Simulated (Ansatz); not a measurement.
Input:

```yaml
crystal:
  periodic: [false, false, false]
  atoms:
    - { symbol: Cl, position_ang: [-1.659611, -1.849336, -0.39983] }
    - { symbol: B, position_ang: [-0.159485, -1.142853, 0.219056] }
    - { symbol: Si, position_ang: [0.326916, 0.752857, -0.023108] }
    - { symbol: Cl, position_ang: [-1.123467, 1.826491, -1.124471] }
    - { symbol: H, position_ang: [0.558135, -1.881337, 0.802372] }
    - { symbol: H, position_ang: [0.465227, 1.419453, 1.270401] }
    - { symbol: H, position_ang: [1.592275, 0.874734, -0.744408] }
basis:
  gaussian: { orbitals: STO-3G }
hamiltonian:
  xc: pbe
  dispersion: d4
md:
  timestep: 2.0
  n_steps: 40
  ensemble: nvt_langevin
  temperature: 500.0
  initial_velocities: maxwell_boltzmann
  seed: 911687
  friction: 0.005
scf:
  lower_state_search: "off"
```

Launched with:

```bash
$ ansatz run input.yaml --threads 1 --pin off --max-ram 2048MiB --backend cpu --events-out ev --progress --plain --runs-dir out
```

Hardware: 1 thread of Arm Neoverse V2 (shared host).

Problem. Roughly how long does this run take, and how much memory?

Solution. 33 s, with a peak of 0.079 GiB, for 41 ionic steps.
